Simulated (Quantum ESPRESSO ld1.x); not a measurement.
The numbers below are computed, except where a source is named.
Species: Pb. Configuration: [Xe] 4f14 5d9.75 6s2 6p2 6d0.25 (fractional occupations, a model configuration). Level of theory: scalar-relativistic Kohn-Sham, LDA (Slater exchange, Perdew-Wang correlation), spin-polarised, spherical densities, point nucleus; open shells are filled with parallel spins first (ld1.x of Quantum ESPRESSO 7.5).

Radial electron density D(r) = 4 pi r^2 rho(r):

r (bohr)   D(r) (e/bohr)   spin D(r)
0.0008843          10.41  -0.0000340
0.001063           13.57  -0.0000437
0.001278           17.58  -0.0000554
0.001536           22.61  -0.0000691
0.001846           28.83  -0.0000843
0.002219           36.37  -0.0000997
0.002667           45.33   -0.000112
0.003206           55.64   -0.000116
0.003854           67.09   -0.000101
0.004632           79.18  -0.0000486
0.005568           91.11   0.0000687
0.006693           101.8    0.000297
0.008045           109.9    0.000702
0.00967            114.2     0.00138
0.01162            114.1     0.00245
0.01397            110.3     0.00403
0.01679            104.8     0.00621
0.02019            101.5     0.00896
0.02427            104.5      0.0120
0.02917            116.0      0.0147
0.03506            133.5      0.0161
0.04214            149.8      0.0156
0.05065            155.4      0.0136
0.06089            146.5      0.0128
0.07319            130.2      0.0173
0.08797            121.6      0.0293
0.1057             129.5      0.0429
0.1271             143.6      0.0439
0.1528             141.5      0.0239
0.1837             116.1    0.000526
0.2225             87.78      0.0132
0.2675             83.58      0.0673
0.3215             94.94       0.103
0.3865             94.59      0.0667
0.4645             73.18     0.00613
0.5584             47.00      0.0347
0.6712             31.69       0.167
0.8068             26.24       0.277
0.9697             22.33       0.263
1.166              16.60       0.201
1.401              10.78       0.245
1.684              6.575       0.445
2.024              4.038       0.689
2.433              2.514       0.820
2.925              1.520       0.764
3.516             0.8466       0.565
4.226             0.4141       0.331
5.08              0.1703       0.152
6.106            0.05731      0.0545
7.34             0.01712      0.0168
8.822           0.007442     0.00743
10.6            0.007338     0.00734
12.75           0.009908     0.00991
15.32            0.01299      0.0130
18.42            0.01450      0.0145
22.14            0.01235      0.0123
26.61           0.007179     0.00718
31.99           0.002590     0.00259
38.45          0.0005447    0.000545

D(r) has 5 maxima, at r = 0.0106, 0.0495, 0.138, 0.354, 18.3 bohr, and minima at 0.0207, 0.0887, 0.251, 9.63 bohr, inside which lie 1.88, 11.02, 30.08, 81.77 electrons.
